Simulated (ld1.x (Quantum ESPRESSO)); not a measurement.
# strontium: variants of one PAW potential

Base potential:

- Element: strontium (Sr)
- Generator: ld1.x (Quantum ESPRESSO) 7.5
- Type: PAW
- Functional: PBE
- Relativity: scalar-relativistic
- Frozen core: [Ar] 3d10
- Valence charge: 10
- Reference configuration: 4s2 4p6 4d0 5s1 5p0 (charge +1)
- Partial waves: 4s (bound): rcut 2.15, rcutus 2.60 bohr; 5s (bound): rcut 2.15, rcutus 2.60 bohr; 4p (bound): rcut 2.20, rcutus 2.40 bohr; 5p (bound, empty): rcut 2.20, rcutus 2.40 bohr; 4d (bound, empty): rcut 2.05, rcutus 2.70 bohr; 4d channel at 3.65 Ry: rcut 2.05, rcutus 2.70 bohr
- Local potential: all-electron potential smoothed inside 1.95 bohr (lloc = -1)
- Core correction: Bessel-smoothed model core inside 2.35 bohr
- Augmentation charge: BESSEL, radius 1.50 bohr

All-electron outer shells of the reference configuration (PBE, scalar-relativistic, ld1.x):

```
shell  level (eV)  outermost node (bohr)  outermost maximum (bohr)
   3d     -134.42                      –                      0.38
   4s      -47.23                   0.59                      1.19
   4p      -29.11                   0.61                      1.33
   5s       -8.35                   1.64                      3.45
   4d       -6.79                   0.65                      1.99
   5p       -5.42                   1.92                      4.26
```

Cutoffs, loose and tight: the cutoffs (Ry, on a coarse ladder) from which the occupation-weighted sum of valence levels, in a spherical-Bessel basis at the reference potential, stays within 10 and 1 mRy of its value at 400 Ry. They do not see the model core or the augmentation charge, which bear on the density cutoff. Test errors are all-electron minus pseudo excitation energies from the reference, over the configurations 4s2 4p6 4d0 5s2 5p0; 4s2 4p6 4d0 5s0 5p0; 4s2 4p6 4d0 5s1.5 5p0; 4s1 4p6 4d0 5s2 5p0; 4s2 4p6 4d1 5s1 5p0; 4s2 4p6 4d0 5s1 5p1; 4s2 4p6 4d1 5s0 5p0. A dash means not determined; rows that change the core or the reference have their own tests. The largest error is taken over the tests solved by every variant that gives reliable tests at all: 4s2 4p6 4d0 5s0 5p0; 4s2 4p6 4d0 5s1.5 5p0; 4s2 4p6 4d0 5s2 5p0.

Cutoffs are not given where the Bessel-basis levels miss the radial ones by over 6 mRy, ghosts where they miss by over 20 mRy; a channel whose overlap is not positive is not tested.

A file whose overlap is not positive is unfit for use, and its test errors describe a broken file.

| change | outcome | bound ghosts | largest test error (meV) |
| --- | --- | --- | --- |
| base | generated, overlap not positive | not determined (overlap not positive) | -0.6 |
| waves 4p (bound): rcut 2.08, rcutus 2.20 bohr; 5p (bound): rcut 2.08, rcutus 2.20 bohr | generated, overlap not positive | not determined (overlap not positive) | -0.7 |
| wave 4d channel at 3.65 Ry: rcut 2.05, rcutus 2.70 bohr becomes 4d channel at 0.31 Ry: rcut 2.05, rcutus 2.70 bohr | generated, overlap not positive | not determined (overlap not positive) | -0.6 |
| all radii but the core radius scaled by about 0.95 (s 2.48, p 2.28, d 2.58 bohr, rcut 2.04/2.10/1.96); local potential all-electron potential smoothed inside 1.86 bohr (lloc = -1); augmentation BESSEL, radius 1.42 bohr | generated, overlap not positive | not determined (overlap not positive) | -0.7 |
| functional PBEsol | generated, overlap not positive | not determined (overlap not positive) | -0.5 |
| type ultrasoft; local potential all-electron potential smoothed inside 2.65 bohr (lloc = -2); augmentation built from norm-conserving waves at rcut, not smoothed further | generated, misses its reference levels by 1.31 eV | not determined | +1509 |
| reference 4s2 4p6 4d0 5s0 5p0 | generated, overlap not positive | not determined (overlap not positive) | -3.3 over the solved tests; test run stopped at test 5 of 7 (negative rho) |
| waves 4d (bound): rcut 2.05, rcutus 2.96 bohr; 4d channel at 3.65 Ry: rcut 2.05, rcutus 2.96 bohr | generated, overlap not positive | not determined (overlap not positive) | -0.6 |
| local potential all-electron potential smoothed inside 1.02 bohr (lloc = -1) | generated, overlap not positive | not determined (overlap not positive) | -6.8 |
